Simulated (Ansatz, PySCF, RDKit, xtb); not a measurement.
Complex: N2 (SMILES N#N) (first 2 atoms) with HI (SMILES I); geometry from B3LYP-D3(BJ)/def2-TZVP, rigid monomers moved along the line of their centres of mass till N2···H4 is 2.34 Å.
(charge 0, multiplicity 1):
| atom | x (Å) | y (Å) | z (Å) |
|---|---|---|---|
| N | 0.1017 | 0.1100 | -1.0051 |
| N | 0.2101 | 0.1195 | 0.0801 |
| I | 0.4867 | 0.1567 | 4.0296 |
| H | 0.4023 | 0.1405 | 2.4167 |

Interaction energies are E(AB) − E(A) − E(B) at the monomers' geometry in the complex; basis-set methods are counterpoise corrected. RDKit's UFF carries no charges.

Frozen-core correlation. Filled d and f shells under p-block atoms count as core. CBS: X⁻³ extrapolation of the correlation energy, Hartree–Fock from the larger set.

Codes used: Ansatz (Gaussian orbitals); PySCF for the dispersion terms; RDKit for the force fields; xtb for the GFN methods. Values without a source in brackets are computed. In def2 rows elements past Kr take small-core potentials, without spin–orbit coupling.

```
level                                  interaction energy (kJ/mol)
-------------------------------------  ---------------------------
UFF                                                            7.2
GFN1-xTB                                                      -2.2
HF/def2-SVPD                                                   4.2
PBE0/def2-TZVPPD                                              -0.7
PBE0-D3(BJ)/def2-TZVPPD                                       -2.9
wB97M-V/def2-TZVPPD                                           -1.2
CCSD/def2-TZVPPD                                                 ?
CCSD(T)/def2-QZVPPD                                              ?
CCSD(T)/CBS(def2-TZVPPD, def2-QZVPPD)                         -2.1
```

### Question
What belongs in the gaps?

### Answer

- CCSD/def2-TZVPPD, interaction energy (kJ/mol): -0.1
- CCSD(T)/def2-QZVPPD, interaction energy (kJ/mol): -1.7

Ansatz is a first-principles code.
